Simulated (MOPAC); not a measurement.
MOPAC input (AM1):

```
AM1 PRECISE GNORM=0.05 LET XYZ UHF MS=0.5 GEO-OK AUX(PRECISION=9) THREADS=1
C2H6FSi

C     1.59686800 1    0.71211700 1   -0.07494600 1
Si   -0.00952900 1   -0.20856300 1   -0.37574900 1
C    -1.50729300 1    0.88449800 1   -0.09190400 1
F    -0.08230700 1   -1.41246900 1    0.70829000 1
H     2.46148500 1    0.06146200 1   -0.20957200 1
H     1.61490600 1    1.10059300 1    0.94838300 1
H     1.68984500 1    1.55329100 1   -0.76474300 1
H    -1.49335300 1    1.27320100 1    0.93140400 1
H    -1.49904500 1    1.73037600 1   -0.78216300 1
H    -2.43711700 1    0.33349200 1   -0.23633200 1
```

Output:

```
 *******************************************************************************
 **                                                                           **
 **                              MOPAC v23.2.5                                **
 **                                                                           **
 *******************************************************************************
 ** MOPAC's Digital Object Identifier: https://doi.org/10.5281/zenodo.6511958 **
 **                                                                           **
 ** Please cite the open-source release paper for use of this MOPAC version:  **
 ** J. E. Moussa and J. J. P. Stewart (2026)                                  **
 ** MOPAC: An open-source semiempirical molecular orbital program             **
 ** J. Open Source Softw., 11(119), 8025, https://doi.org/10.21105/joss.08025 **
 *******************************************************************************

                              AM1 CALCULATION RESULTS

 *******************************************************************************
 *  AM1        - The AM1 Hamiltonian to be used
 *  GEO-OK     - OVERRIDE INTERATOMIC DISTANCE AND OTHER SAFETY CHECKS
 *  UHF        - UNRESTRICTED HARTREE-FOCK CALCULATION
 *  MS=        - IN MECI, MAGNETIC COMPONENT OF SPIN =  0.5
 *  LET        - OVERRIDE SOME SAFETY CHECKS
 *  PRECISE    - TIGHTER CRITERIA TO BE USED
 *  XYZ        - CARTESIAN COORDINATE SYSTEM TO BE USED
 *  GNORM      - EXIT WHEN GRADIENT NORM DROPS BELOW 0.050
 *  AUX        - OUTPUT AUXILIARY INFORMATION
 *******************************************************************************
AM1 PRECISE GNORM=0.05 LET XYZ UHF MS=0.5 GEO-OK AUX(PRECISION=9) THREADS=1
 C2H6FSi

   ATOM   CHEMICAL          X               Y               Z
  NUMBER   SYMBOL      (ANGSTROMS)     (ANGSTROMS)     (ANGSTROMS)

     1       C          1.59686800  *   0.71211700  *  -0.07494600  *
     2      Si         -0.00952900  *  -0.20856300  *  -0.37574900  *
     3       C         -1.50729300  *   0.88449800  *  -0.09190400  *
     4       F         -0.08230700  *  -1.41246900  *   0.70829000  *
     5       H          2.46148500  *   0.06146200  *  -0.20957200  *
     6       H          1.61490600  *   1.10059300  *   0.94838300  *
     7       H          1.68984500  *   1.55329100  *  -0.76474300  *
     8       H         -1.49335300  *   1.27320100  *   0.93140400  *
     9       H         -1.49904500  *   1.73037600  *  -0.78216300  *
    10       H         -2.43711700  *   0.33349200  *  -0.23633200  *

          CARTESIAN COORDINATES

    NO.       ATOM           X           Y           Z

     1         C          1.5969      0.7121     -0.0749
     2        Si         -0.0095     -0.2086     -0.3757
     3         C         -1.5073      0.8845     -0.0919
     4         F         -0.0823     -1.4125      0.7083
     5         H          2.4615      0.0615     -0.2096
     6         H          1.6149      1.1006      0.9484
     7         H          1.6898      1.5533     -0.7647
     8         H         -1.4934      1.2732      0.9314
     9         H         -1.4990      1.7304     -0.7822
    10         H         -2.4371      0.3335     -0.2363

  H: (AM1): M.J.S. DEWAR ET AL, J. AM. CHEM. SOC. 107 3902-3909 (1985)
  C: (AM1): M.J.S. DEWAR ET AL, J. AM. CHEM. SOC. 107 3902-3909 (1985)
  F: (AM1): M.J.S. DEWAR AND E. G. ZOEBISCH, THEOCHEM, 180, 1 (1988).
 Si: (AM1): M.J.S.DEWAR, C. JIE, ORGANOMETALLICS, 6, 1486-1490 (1987).

           Empirical Formula: C2 H6 Si F  =    10 atoms

      MOLECULAR POINT GROUP   :   Cs

          UHF CALCULATION, NO. OF ALPHA ELECTRONS =   13
                           NO. OF BETA  ELECTRONS =   12

          Geometry optimization using EF

          DIAGONAL MATRIX USED AS START HESSIAN

 CYCLE:     1  GRAD.:    74.395 HEAT: -99.08276
 CYCLE:     2  GRAD.:   152.516 HEAT: -92.70853
 CYCLE:     3  GRAD.:    34.379 HEAT: -102.3158
 CYCLE:     4  GRAD.:   307.838 HEAT: -86.27974
 CYCLE:     5  GRAD.:   109.548 HEAT: -99.58969
 CYCLE:     6  GRAD.:   354.110 HEAT: -67.78198
 CYCLE:     7  GRAD.:   150.619 HEAT: -96.84446
 CYCLE:     8  GRAD.:   309.765 HEAT: -74.96192
 CYCLE:     9  GRAD.:    54.485 HEAT: -101.9652
 CYCLE:    10  GRAD.:    51.273 HEAT: -102.0776
 CYCLE:    11  GRAD.:    10.215 HEAT: -103.2332
 CYCLE:    12  GRAD.:     8.509 HEAT: -103.3070
 CYCLE:    13  GRAD.:     3.827 HEAT: -103.3559
 CYCLE:    14  GRAD.:    24.821 HEAT: -103.2403
 CYCLE:    15  GRAD.:     5.406 HEAT: -103.4308
 CYCLE:    16  GRAD.:     8.741 HEAT: -103.4225
 CYCLE:    17  GRAD.:     3.575 HEAT: -103.4469
 CYCLE:    18  GRAD.:     2.521 HEAT: -103.4501
 CYCLE:    19  GRAD.:     4.951 HEAT: -103.4432
 CYCLE:    20  GRAD.:     1.627 HEAT: -103.4519
 CYCLE:    21  GRAD.:     2.521 HEAT: -103.4495
 CYCLE:    22  GRAD.:     0.299 HEAT: -103.4538
 CYCLE:    23  GRAD.:     0.223 HEAT: -103.4540
 CYCLE:    24  GRAD.:     0.279 HEAT: -103.4542
 CYCLE:    25  GRAD.:     0.349 HEAT: -103.4553
 CYCLE:    26  GRAD.:     0.121 HEAT: -103.4554
 CYCLE:    27  GRAD.:     0.088 HEAT: -103.4554
 CYCLE:    28  GRAD.:     0.050 HEAT: -103.4554

     GRADIENT =  0.05000 IS LESS THAN CUTOFF =  0.05000

 -------------------------------------------------------------------------------
 AM1 PRECISE GNORM=0.05 LET XYZ UHF MS=0.5 GEO-OK AUX(PRECISION=9) THREADS=1
 C2H6FSi

     GEOMETRY OPTIMISED USING EIGENVECTOR FOLLOWING (EF).
     SCF FIELD WAS ACHIEVED

                              AM1 CALCULATION
                                                       MOPAC v23.2.5 Linux

          FINAL HEAT OF FORMATION =       -103.45543 KCAL/MOL =    -432.85754 KJ/MOL

          COSMO AREA              =        114.42 SQUARE ANGSTROMS
          COSMO VOLUME            =        102.95 CUBIC ANGSTROMS

          GRADIENT NORM           =          0.05000          =       0.01581 PER ATOM
          IONIZATION POTENTIAL    =          7.988456 EV
          ALPHA SOMO LUMO (EV)    =         -7.988  1.746
          BETA  SOMO LUMO (EV)    =        -11.311 -0.225
          NO. OF ALPHA ELECTRONS  =         13
          NO. OF BETA  ELECTRONS  =         12
          MOLECULAR WEIGHT        =         77.1533         POINT GROUP:  Cs

          MOLECULAR DIMENSIONS (Angstroms)

            Atom       Atom       Distance
            H    10    H     5     4.83875
            F     4    H     9     3.46474
           Si     2    H     6     1.63586

          SCF CALCULATIONS        =         29

   ATOM   CHEMICAL          X               Y               Z
  NUMBER   SYMBOL      (ANGSTROMS)     (ANGSTROMS)     (ANGSTROMS)

     1       C          1.56712013  *   0.71366729  *  -0.09459385  *
     2      Si         -0.00666295  *  -0.14312596  *  -0.23410559  *
     3       C         -1.47735373  *   0.88272905  *  -0.11124844  *
     4       F         -0.08676865  *  -1.49906379  *   0.64456487  *
     5       H          2.42561865  *   0.01944434  *  -0.25622838  *
     6       H          1.71301154  *   1.17826132  *   0.90993181  *
     7       H          1.65804418  *   1.53169204  *  -0.84765301  *
     8       H         -1.58181169  *   1.36128402  *   0.89189084  *
     9       H         -1.46894783  *   1.70529656  *  -0.86480033  *
    10       H         -2.40561310  *   0.28772469  *  -0.28259269  *

                             CARTESIAN COORDINATES

   1    C        1.567120132     0.713667293    -0.094593854
   2   Si       -0.006662947    -0.143125959    -0.234105590
   3    C       -1.477353728     0.882729047    -0.111248440
   4    F       -0.086768651    -1.499063789     0.644564866
   5    H        2.425618654     0.019444343    -0.256228383
   6    H        1.713011540     1.178261318     0.909931815
   7    H        1.658044177     1.531692039    -0.847653015
   8    H       -1.581811694     1.361284021     0.891890837
   9    H       -1.468947828     1.705296561    -0.864800334
  10    H       -2.405613104     0.287724687    -0.282592694

           Empirical Formula: C2 H6 Si F  =    10 atoms

      MOLECULAR POINT GROUP   :   Cs

          ALPHA EIGENVALUES
 -47.55888 -29.14093 -28.66968 -16.37241 -15.23943 -14.91183 -14.15840 -13.70383
 -13.40581 -13.29059 -12.53484 -11.28524  -7.98846   1.74622   1.89942   2.47694
   4.23213   4.28769   4.31317   4.37218   5.11783   5.18788

           BETA EIGENVALUES
 -47.26151 -29.13751 -28.68241 -16.07554 -14.81419 -14.67070 -14.02179 -13.38560
 -13.31481 -13.28676 -12.43879 -11.31116  -0.22539   2.11167   2.30055   2.99678
   4.24672   4.31020   4.31650   4.39551   5.12072   5.19547

              NET ATOMIC CHARGES AND DIPOLE CONTRIBUTIONS

  ATOM NO.   TYPE          CHARGE      No. of ELECS.   s-Pop       p-Pop
    1          C          -0.594244        4.5942     1.27275     3.32150
    2         Si           1.041559        2.9584     0.85763     2.10081
    3          C          -0.594238        4.5942     1.27275     3.32149
    4          F          -0.428807        7.4288     1.87903     5.54977
    5          H           0.097821        0.9022     0.90218
    6          H           0.094124        0.9059     0.90588
    7          H           0.095922        0.9041     0.90408
    8          H           0.094123        0.9059     0.90588
    9          H           0.095920        0.9041     0.90408
   10          H           0.097821        0.9022     0.90218
 DIPOLE           X         Y         Z       TOTAL
 POINT-CHG.     0.045     0.599    -2.139     2.221
 HYBRID         0.039     0.830     1.320     1.560
 SUM            0.084     1.429    -0.819     1.649

          ATOMIC ORBITAL ELECTRON POPULATIONS

     Atom    s        px        py        pz
    1  C   1.27275   1.17897   1.09084   1.05169
    2 Si   0.85763   0.67568   0.56346   0.86167
    3  C   1.27275   1.16392   1.10601   1.05156
    4  F   1.87903   1.94720   1.75375   1.84883
    5  H   0.90218
    6  H   0.90588
    7  H   0.90408
    8  H   0.90588
    9  H   0.90408
   10  H   0.90218

                    (SZ)    =    0.500000
                    (S**2)  =    0.755099

          ATOMIC ORBITAL SPIN POPULATIONS

    Atom   Total    s     px     py     pz
         Atomic
    1  C -0.0426 -0.005 -0.022 -0.009 -0.007
    2 Si  0.9453  0.203  0.033  0.100  0.610
    3  C -0.0426 -0.005 -0.019 -0.011 -0.007
    4  F  0.0687  0.001  0.000 -0.007  0.074
    5  H  0.0042  0.004
    6  H  0.0275  0.028
    7  H  0.0040  0.004
    8  H  0.0275  0.028
    9  H  0.0040  0.004
   10  H  0.0042  0.004

 **********************
 *                    *
 * JOB ENDED NORMALLY *
 *                    *
 **********************

 == MOPAC DONE ==
```

The geometry given is a B3LYP-D3(BJ)/def2-TZVP minimum.
